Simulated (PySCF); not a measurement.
Correlation energy of Sr (strontium, neutral)

[Kr] 4d1 5s1, high-spin 3D determinant (an excited configuration). All numbers are calculated (PySCF 2.14, scalar relativity by spin-free X2C-1e, in aug-cc-pVQZ-X2C (9s8p6d3f2g, 102 functions)). Frozen: [Kr]; 2 electrons correlated.

With two correlated electrons CCSD is exact within the correlated space (frozen core and kept virtual orbitals).

```tsv
level	correlation energy (mhartree)
CCSD	-6.70
```

Diagnostics: T1 = 0.0064, D1 = 0.0102, largest double amplitude 0.034.

Cost of the coupled-cluster step: roughly 11 core-seconds, for 2 correlated electrons.

Iterations:

```
CC2 = 0
CCSD nocc = (np.int64(2), np.int64(0)), nmo = (84, 84)
frozen orbitals [[0, 1, 2, 3, 4, 5, 6, 7, 8, 9, 10, 11, 12, 13, 14, 15, 16, 17], [0, 1, 2, 3, 4, 5, 6, 7, 8, 9, 10, 11, 12, 13, 14, 15, 16, 17]]
max_cycle = 100
direct = 0
conv_tol = 1e-08
conv_tol_normt = 1e-06
diis_space = 8
diis_start_cycle = 0
Init t2, MP2 energy = -0.00397331381751415
Init E_corr(UCCSD) = -0.0039733138225332
cycle = 1  E_corr(UCCSD) = -0.00549552238419651  dE = -0.00152220856  norm(t1,t2) = 0.0317462
cycle = 2  E_corr(UCCSD) = -0.00613519570239887  dE = -0.000639673318  norm(t1,t2) = 0.0151866
cycle = 3  E_corr(UCCSD) = -0.00669793251634757  dE = -0.000562736814  norm(t1,t2) = 0.00780681
cycle = 4  E_corr(UCCSD) = -0.00669513226035157  dE = 2.800256e-06  norm(t1,t2) = 0.00166182
cycle = 5  E_corr(UCCSD) = -0.00670012525232898  dE = -4.99299198e-06  norm(t1,t2) = 0.00047224
cycle = 6  E_corr(UCCSD) = -0.00669736443200227  dE = 2.76082033e-06  norm(t1,t2) = 0.000114119
cycle = 7  E_corr(UCCSD) = -0.00669932376293939  dE = -1.95933094e-06  norm(t1,t2) = 2.92434e-05
cycle = 8  E_corr(UCCSD) = -0.00669842266731377  dE = 9.01095626e-07  norm(t1,t2) = 1.12675e-05
cycle = 9  E_corr(UCCSD) = -0.00669876655930185  dE = -3.43891988e-07  norm(t1,t2) = 4.66315e-06
cycle = 10  E_corr(UCCSD) = -0.00669867554990156  dE = 9.10094003e-08  norm(t1,t2) = 1.68101e-06
cycle = 11  E_corr(UCCSD) = -0.00669867730946054  dE = -1.75955898e-09  norm(t1,t2) = 3.30928e-07
UCCSD converged
E(UCCSD) = -3177.292070016405  E_corr = -0.006698677309460536
```
